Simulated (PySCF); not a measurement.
Computed shifts of a molecule C2H7FSi2, PBE/pcSseg-1 run with PySCF, GIAO, gas phase, atoms alike by connectivity averaged where their shifts nearly agree, in ppm (number of nuclei): ²⁹Si: 2.4 (1), -67.0 (1). ¹³C: 159.3 (1), 158.9 (1). ¹⁹F: -238.3 (1). ¹H: 7.60 (1), 7.36 (1), 5.73 (1), 5.36 (1), 4.57 (3). References: ²⁹Si against TMS (σ = 335.4 ppm); ¹³C against TMS (σ = 182.0 ppm); ¹⁹F against CFCl3 (σ = 133.6 ppm); ¹H against TMS (σ = 31.49 ppm), references at their B3LYP-D3(BJ)/def2-TZVP geometries, non-relativistic. Geometry: B3LYP-D3(BJ)/def2-SVP. Other conformers were not sampled.

Question: Which molecule gave these data?
A. F/C([SiH3])=C\[SiH3]
B. F[C@H]1C[SiH2][SiH2]1
C. F[SiH]1C[SiH2]C1
D. F[SiH2]/C=C/[SiH3]

Answer: D, F[SiH2]/C=C/[SiH3]
